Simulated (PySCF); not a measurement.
C₂H₄NO, charge -1, multiplicity 1.

```xyz
8

C      0.3677    -1.3907     0.0000
N     -0.7735    -0.5046     0.0000
C     -0.4679     0.7747     0.0000
O      0.6636     1.3421     0.0000
H      1.0302    -1.2506    -0.8825
H      0.0252    -2.4410     0.0000
H      1.0302    -1.2506     0.8825
H     -1.3784     1.4338     0.0000
```
Charge -1, spin multiplicity 1.

Geometry optimised at B3LYP-D3(BJ)/def2-SVPD. The multiplicity is an assumed one; other spin states were not compared. The isomer is the one that the SMILES or the coordinates give; other isomers of the formula were not compared. The values are those of a single conformer.

Method: KT2/pcSseg-1 (PySCF). Non-relativistic, no solvent.

Computed absolute GIAO shielding of each atom: isotropic value and principal components (ppm):
| atom | σ(iso) | σ11 | σ22 | σ33 | span |
|---|---|---|---|---|---|
| C1 | 147.2 | 130.2 | 134.0 | 177.3 | 47.0 |
| N2 | 76.2 | -52.6 | 81.3 | 200.0 | 252.6 |
| C3 | 23.2 | -70.7 | 62.0 | 78.3 | 149.1 |
| O4 | -26.1 | -240.7 | -111.4 | 273.8 | 514.5 |
| H5 | 28.1 | 24.1 | 26.4 | 33.8 | 9.6 |
| H6 | 29.3 | 26.3 | 28.4 | 33.1 | 6.8 |
| H7 | 28.1 | 24.1 | 26.4 | 33.8 | 9.6 |
| H8 | 23.0 | 17.5 | 23.6 | 28.0 | 10.5 |
